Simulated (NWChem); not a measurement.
System: ZrH₄O; SMILES [OH][ZrH3]

The following NWChem deck was run.

```
start job
memory heap 200 mb stack 900 mb global 1100 mb
geometry units angstroms noautosym nocenter noautoz
  Zr     0.000895     0.317729     0.000003
  O      0.000685    -1.562225    -0.000651
  H      0.006885    -2.520170    -0.001288
  H     -1.146950     0.868801     1.354951
  H      1.748918     0.865990     0.317214
  H     -0.597012     0.869175    -1.671965
end
basis spherical
  * library def2-svpd
end
ecp
  Zr library def2-ecp
end
dft
  xc xpbe96 cpbe96
  iterations 150
end
tddft
  cis
  nroots 6
  notriplet
end
task tddft energy
```

The geometry was optimised at PBE0/def2-SVP. Not confirmed as a minimum by frequencies. def2 effective core potentials on Zr; no spin-orbit coupling.

Vertical excitations in the gas phase.

Task: Predict the main results of this run. (PBE/def2-SVPD with def2 effective core potentials on Zr, TDA.) Quantities: lowest excitation, singlet (eV); oscillator strength of that lowest state; orbital gap (eV).

Result: 
```yaml
lowest excitation, singlet (eV): 3.98
oscillator_strength_of_that_lowest_state: 0.000
orbital gap (eV): 3.97
```
